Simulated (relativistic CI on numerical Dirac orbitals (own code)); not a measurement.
One change at a time: Dy27+

Base calculation: Dirac-Coulomb-Breit CI, orbitals from a KLI potential per configuration, model QED (radiative potential, 1s self-energy scaled to tabulated hydrogen-like ionisation energies), unscaled Slater integrals.

Configuration list (outside the closed core [Ar] 3d10): 4s2 4p6 4d3, 4s2 4p5 4d4, 4s2 4p6 4d2 4f, 4s 4p6 4d4, 4s 4p6 4d3 4f, 4s2 4p6 4d2 5s, 4s2 4p6 4d 4f 5s, 4s2 4p6 4d2 5p, 4s2 4p6 4d2 5d, 4s2 4p5 4d3 5s, 4s2 4p6 4d 4f2, 4s2 4p6 4f3, 4s 4p6 4d 4f3, 4s2 4p6 4f2 5s, 4s2 4p6 4f2 5p, 4s2 4p6 4d 5s2, 4s2 4p6 4f 5s2, 4s 4p6 4d 4f 5s2, 4s2 4p6 5s2 5p. Double excitations out of closed p, d and f shells are left out; levels of such configurations are missing from the list, as are those of other unlisted configurations, and high levels can miss mixing partners. These lack a partner that the ground configuration has and come out too high: 4s2 4p6 4d2 5d, 4s2 4p5 4d3 5s.

The lowest level and the first level of each name with at least 55 % of one term (blank where a level has no safe partner in the second run):

```tsv
Level	Base (cm⁻¹)	Shift (cm⁻¹)
4s2 4p6 4d3 4F_3/2	0	0
4s2 4p6 4d3 4F_5/2	55798	-191
4s2 4p6 4d3 4P_1/2	86555	-181
4s2 4p6 4d3 4P_5/2	131245	-253
4s2 4p6 4d3 2P_1/2	166478	-381
4s2 4p6 4d3 2H_11/2	177931	-388
4s2 4p6 4d3 2D_5/2	180428	-339
4s2 4p6 4d3 2F_7/2	199956	-371
4s2 4p5 4d4 4I°_15/2	1171793	+477
```

At this charge energies of transitions that change n are usually good to better than 1 %, and those within a shell (Δn = 0) to a few per cent. Terms inside the open d or f shell come out 10 to 20 % too wide with unscaled integrals.

Problem. One thing was changed in a second run, which moved the levels as shown. Which?
A. Breit term removed
B. QED terms removed
C. only the first 3 configurations
D. configuration mixing switched off

Solution. B. QED terms removed. QED shifts follow the density of s (and p1/2) electrons at the nucleus, so configurations move by their count of such electrons; where none moves, the smaller shifts of p3/2 electrons and of j = l + 1/2 against j = l − 1/2 set the pattern.

LS names give the leading component of a level, which can be under half, so a name can repeat, a term be missing and a line seem to break the LS rules.
